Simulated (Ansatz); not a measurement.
Molecule: CH6NSi, charge 0, multiplicity 2. It need not be the lowest isomer of its formula. 
Geometry from a B3LYP-D3(BJ)/def2-TZVP (Ansatz, a program for electronic structure) optimisation:
```xyz
9

C     -1.5515     0.1660     0.1607
Si     0.2217    -0.4058     0.1711
N      1.2384     0.7999    -0.6019
H     -1.6542     1.1109     0.6974
H     -2.2025    -0.5700     0.6374
H     -1.9005     0.3187    -0.8622
H      0.3650    -1.6954    -0.5607
H      0.7009    -0.6151     1.5661
H      2.2268     0.5366    -0.6243
```
Charge 0, spin multiplicity 2.

Basis-set convergence of Hartree-Fock and CCSD(T) correlation energies (hartree) with Ansatz. Correlated levels leave the core frozen unless marked. Open shells are spin-unrestricted. Spin-orbit coupling is left out. No relativistic terms.

```tsv
basis	functions	E(HF)	E(corr, CCSD(T))
aug-cc-pV(D+d)Z	132	-384.74226	-0.46712
aug-cc-pV(T+d)Z	285	-384.78114	-0.55145
aug-cc-pV(Q+d)Z	525	-384.79011	-0.57583
```

Extrapolating the two largest sets (X = 3 and 4) as X^-3: E(corr) = (64·(-0.57583) - 27·(-0.55145))/37 = -0.5936 Eh, an estimate of the basis-set limit. The largest set recovers 97.0 % of it, the smallest 78.7 %.
